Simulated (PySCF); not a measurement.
NbBr₃, SMILES [Br][Nb]([Br])[Br] (connectivity only; charge and spin as stated), neutral, multiplicity 3.

Coordinates come from a B3LYP-D3(BJ)/def2-SVP optimisation. The multiplicity is an assumed one; other spin states were not compared. The def2 effective core potentials stand for the cores of Nb; spin–orbit coupling is left out.

Method: TDA-PBE/def2-SVPD in PySCF 2.14.0.

Vertical excitations. Gas-phase values at a fixed geometry.

Computed excitation energies, oscillator strengths and character:
```json
[
 {"state": "root 1", "energy (eV)": "0.26", "λ (nm)": "4758", "f": "0.001", "main pairs": "α HOMO→LUMO 98 %"},
 {"state": "root 2", "energy (eV)": "0.76", "λ (nm)": "1629", "f": "0.000", "main pairs": "α HOMO−1→LUMO 96 %"},
 {"state": "root 3", "energy (eV)": "1.03", "λ (nm)": "1209", "f": "0.000", "main pairs": "α HOMO→LUMO+1 100 %"},
 {"state": "root 4", "energy (eV)": "1.24", "λ (nm)": "1000", "f": "0.001", "main pairs": "α HOMO→LUMO+2 96 %"},
 {"state": "root 5", "energy (eV)": "1.72", "λ (nm)": "719", "f": "0.001", "main pairs": "α HOMO−1→LUMO+1 100 %"},
 {"state": "root 6", "energy (eV)": "1.94", "λ (nm)": "640", "f": "0.003", "main pairs": "α HOMO−1→LUMO+2 99 %"},
 {"state": "root 7", "energy (eV)": "2.96", "λ (nm)": "418", "f": "0.000", "main pairs": "α HOMO−2→LUMO 100 %"},
 {"state": "root 8", "energy (eV)": "3.36", "λ (nm)": "369", "f": "0.005", "main pairs": "α HOMO−3→LUMO 89 %, β HOMO−1→LUMO 7 %"},
 {"state": "root 9", "energy (eV)": "3.51", "λ (nm)": "353", "f": "0.002", "main pairs": "α HOMO−4→LUMO 90 %, β HOMO−2→LUMO 7 %"},
 {"state": "root 10", "energy (eV)": "3.54", "λ (nm)": "350", "f": "0.001", "main pairs": "α HOMO−5→LUMO 99 %"}
]
```
Unrestricted roots are not spin-pure.
